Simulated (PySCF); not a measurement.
PySCF input (HF/def2-TZVPD):

```python
from pyscf import gto, scf, dft

mol = gto.M(
    atom='''
    H    -0.00644574   -0.10946203   -1.95909442
    Si    0.00777314    0.04938620   -0.50151211
    N    -0.01415663   -0.08751590    0.99751557
    H    -0.00328183    0.03066650    1.99765498
    ''',
    basis='def2-tzvpd',
    charge=1,
    spin=0,
    verbose=4,
)

mf = scf.RHF(mol).density_fit(auxbasis='def2-universal-jkfit')
mf.conv_tol = 1e-9
mf.max_cycle = 100
mf.max_memory = 1500
mf.kernel()
if not mf.converged:
    mf = mf.newton()
    mf.kernel(mf.make_rdm1())
mf.analyze()
```

End of the output:

```
Extra cycle  E= -344.212059886483  delta_E= -1.49e-11  |g|= 2.41e-06  |ddm|= 5.3e-06
converged SCF energy = -344.212059886483
**** SCF Summaries ****
Total Energy =                        -344.212059886483189
Nuclear Repulsion Energy =              47.529539699458908
One-electron Energy =                 -564.192207095055096
Two-electron Energy =                  172.450607509113013
Two-electron Coulomb Energy =          199.863699296280402
DFT Exchange-Correlation Energy =      -27.413091787167389
HOMO-LUMO gap [eV] =                    12.534182839419755
**** MO energy ****
MO #1   energy= -69.1172055913457  occ= 2
MO #2   energy= -15.8067464618971  occ= 2
MO #3   energy= -6.46646513037798  occ= 2
MO #4   energy= -4.57267714960491  occ= 2
MO #5   energy= -4.57255402844002  occ= 2
MO #6   energy= -4.57041088771977  occ= 2
MO #7   energy= -1.34411813319381  occ= 2
MO #8   energy= -0.980639073307515 occ= 2
MO #9   energy= -0.876460771623478 occ= 2
MO #10  energy= -0.669215756582327 occ= 2
MO #11  energy= -0.669004535566106 occ= 2
MO #12  energy= -0.208381808366275 occ= 0
MO #13  energy= -0.184788297676337 occ= 0
MO #14  energy= -0.166081347661192 occ= 0
MO #15  energy= -0.0978455138590633 occ= 0
MO #16  energy= -0.029450335035979 occ= 0
MO #17  energy= -0.0229043903066383 occ= 0
MO #18  energy= -0.022847141041543 occ= 0
MO #19  energy= 0.00386053170464095 occ= 0
MO #20  energy= 0.0189775269135333 occ= 0
MO #21  energy= 0.0215343999557194 occ= 0
MO #22  energy= 0.0426847503697588 occ= 0
MO #23  energy= 0.0540003929251857 occ= 0
MO #24  energy= 0.0791200059337021 occ= 0
MO #25  energy= 0.0957230482909709 occ= 0
MO #26  energy= 0.101774222341469  occ= 0
MO #27  energy= 0.101944187335627  occ= 0
MO #28  energy= 0.174114701145352  occ= 0
MO #29  energy= 0.19312233983441   occ= 0
MO #30  energy= 0.194124793705619  occ= 0
MO #31  energy= 0.210498108604028  occ= 0
MO #32  energy= 0.210712756457073  occ= 0
MO #33  energy= 0.226409214536727  occ= 0
MO #34  energy= 0.286357345559148  occ= 0
MO #35  energy= 0.289021303757599  occ= 0
MO #36  energy= 0.289177853000373  occ= 0
MO #37  energy= 0.318171275021031  occ= 0
MO #38  energy= 0.338153397865564  occ= 0
MO #39  energy= 0.39013720667063   occ= 0
MO #40  energy= 0.43183862215492   occ= 0
MO #41  energy= 0.52718409926641   occ= 0
MO #42  energy= 0.52999773646801   occ= 0
MO #43  energy= 0.539066346849244  occ= 0
MO #44  energy= 0.586593282655852  occ= 0
MO #45  energy= 0.58760067023004   occ= 0
MO #46  energy= 0.672918886472011  occ= 0
MO #47  energy= 0.860555992705797  occ= 0
MO #48  energy= 0.88734912469853   occ= 0
MO #49  energy= 0.901822276904507  occ= 0
MO #50  energy= 0.922603682544442  occ= 0
MO #51  energy= 0.922841990366519  occ= 0
MO #52  energy= 0.976529453092885  occ= 0
MO #53  energy= 0.97672795943869   occ= 0
MO #54  energy= 1.01392444182234   occ= 0
MO #55  energy= 1.0227626568083    occ= 0
MO #56  energy= 1.02423104051117   occ= 0
MO #57  energy= 1.03266020636343   occ= 0
MO #58  energy= 1.05676063204783   occ= 0
MO #59  energy= 1.11977500056177   occ= 0
MO #60  energy= 1.24654850116497   occ= 0
MO #61  energy= 1.38406538784117   occ= 0
MO #62  energy= 1.38509066925848   occ= 0
MO #63  energy= 1.43066450545674   occ= 0
MO #64  energy= 1.46285372389949   occ= 0
MO #65  energy= 1.46839032458054   occ= 0
MO #66  energy= 1.57023602750713   occ= 0
MO #67  energy= 1.59158140992543   occ= 0
MO #68  energy= 1.75216384622284   occ= 0
MO #69  energy= 1.93760105528062   occ= 0
MO #70  energy= 2.00705730037691   occ= 0
MO #71  energy= 2.06738910378033   occ= 0
MO #72  energy= 2.37126671839221   occ= 0
MO #73  energy= 2.37134798582833   occ= 0
MO #74  energy= 2.41643627998645   occ= 0
MO #75  energy= 2.56691851764508   occ= 0
MO #76  energy= 2.60012053259159   occ= 0
MO #77  energy= 2.86052529466891   occ= 0
MO #78  energy= 2.98358456456243   occ= 0
MO #79  energy= 3.04006660917      occ= 0
MO #80  energy= 3.37226992451812   occ= 0
MO #81  energy= 3.97508679695597   occ= 0
MO #82  energy= 4.05756189342796   occ= 0
MO #83  energy= 4.05766886051138   occ= 0
MO #84  energy= 4.17343202722947   occ= 0
MO #85  energy= 4.18485238134891   occ= 0
MO #86  energy= 4.5801624822117    occ= 0
MO #87  energy= 4.7458815636392    occ= 0
MO #88  energy= 4.87011705507441   occ= 0
MO #89  energy= 4.87140208122622   occ= 0
MO #90  energy= 5.12139347847436   occ= 0
MO #91  energy= 5.18188032079004   occ= 0
MO #92  energy= 5.26454327207369   occ= 0
MO #93  energy= 6.00408982038611   occ= 0
MO #94  energy= 6.46023728845448   occ= 0
MO #95  energy= 6.48857273595977   occ= 0
MO #96  energy= 7.06787024205651   occ= 0
MO #97  energy= 11.5102588611887   occ= 0
MO #98  energy= 33.2472374387739   occ= 0
 ** Mulliken pop on meta-lowdin orthogonal AOs  **
 ** Mulliken pop  **
pop of  0 H 1s            0.88471
pop of  0 H 2s            0.01286
pop of  0 H 3s            0.00034
pop of  0 H 2px           0.00103
pop of  0 H 2py           0.00095
pop of  0 H 2pz           0.00698
pop of  0 H 3px           0.00110
pop of  0 H 3py           0.00105
pop of  0 H 3pz           0.00023
pop of  1 Si 1s           2.00000
pop of  1 Si 2s           1.99979
pop of  1 Si 3s           0.89528
pop of  1 Si 4s           0.00999
pop of  1 Si 5s           0.00094
pop of  1 Si 6s           0.00033
pop of  1 Si 2px          1.99998
pop of  1 Si 2py          1.99998
pop of  1 Si 2pz          1.99997
pop of  1 Si 3px          0.49984
pop of  1 Si 3py          0.50344
pop of  1 Si 3pz          0.82365
pop of  1 Si 4px          0.00405
pop of  1 Si 4py          0.00400
pop of  1 Si 4pz          0.02073
pop of  1 Si 5px          0.00004
pop of  1 Si 5py          0.00006
pop of  1 Si 5pz          0.00147
pop of  1 Si 6px          0.00000
pop of  1 Si 6py          0.00001
pop of  1 Si 6pz          0.00015
pop of  1 Si 3dxy         0.00017
pop of  1 Si 3dyz         0.01891
pop of  1 Si 3dz^2        0.00665
pop of  1 Si 3dxz         0.02025
pop of  1 Si 3dx2-y2      0.00017
pop of  1 Si 4dxy         0.00000
pop of  1 Si 4dyz         0.00091
pop of  1 Si 4dz^2        0.00275
pop of  1 Si 4dxz         0.00088
pop of  1 Si 4dx2-y2      0.00000
pop of  1 Si 5dxy         0.00000
pop of  1 Si 5dyz         0.00040
pop of  1 Si 5dz^2        0.00108
pop of  1 Si 5dxz         0.00037
pop of  1 Si 5dx2-y2      0.00000
pop of  1 Si 4f-3         0.00000
pop of  1 Si 4f-2         0.00000
pop of  1 Si 4f-1         0.00047
pop of  1 Si 4f+0         0.00249
pop of  1 Si 4f+1         0.00041
pop of  1 Si 4f+2         0.00000
pop of  1 Si 4f+3         0.00000
pop of  2 N 1s            1.99999
pop of  2 N 2s            1.33391
pop of  2 N 3s            0.00219
pop of  2 N 4s            0.00179
pop of  2 N 5s            0.00029
pop of  2 N 6s            0.00010
pop of  2 N 2px           1.45829
pop of  2 N 2py           1.43829
pop of  2 N 2pz           1.32828
pop of  2 N 3px           0.00592
pop of  2 N 3py           0.00579
pop of  2 N 3pz           0.00176
pop of  2 N 4px           0.00064
pop of  2 N 4py           0.00063
pop of  2 N 4pz           0.00307
pop of  2 N 3dxy          0.00020
pop of  2 N 3dyz          0.00351
pop of  2 N 3dz^2         0.00669
pop of  2 N 3dxz          0.00353
pop of  2 N 3dx2-y2       0.00020
pop of  2 N 4dxy          0.00002
pop of  2 N 4dyz          0.00012
pop of  2 N 4dz^2         0.00082
pop of  2 N 4dxz          0.00010
pop of  2 N 4dx2-y2       0.00002
pop of  2 N 5dxy          0.00000
pop of  2 N 5dyz          0.00107
pop of  2 N 5dz^2         0.00082
pop of  2 N 5dxz          0.00114
pop of  2 N 5dx2-y2       0.00000
pop of  2 N 4f-3          0.00000
pop of  2 N 4f-2          0.00000
pop of  2 N 4f-1          0.00111
pop of  2 N 4f+0          0.00196
pop of  2 N 4f+1          0.00109
pop of  2 N 4f+2          0.00000
pop of  2 N 4f+3          0.00000
pop of  3 H 1s            0.65168
pop of  3 H 2s            0.00751
pop of  3 H 3s            0.00501
pop of  3 H 2px           0.00054
pop of  3 H 2py           0.00062
pop of  3 H 2pz           0.00149
pop of  3 H 3px           0.00005
pop of  3 H 3py           0.00006
pop of  3 H 3pz           0.00080
 ** Mulliken atomic charges  **
charge of    0H =      0.09074
charge of    1Si =      1.18039
charge of    2N =     -0.60337
charge of    3H =      0.33225

WARN: System has nonzero charge 1; the dipole moment is origin-dependent.
Location of origin: [0. 0. 0.]

Dipole moment(X, Y, Z, Debye):  0.08474,  0.59643, -3.45620
```

It need not be the lowest isomer of its formula.
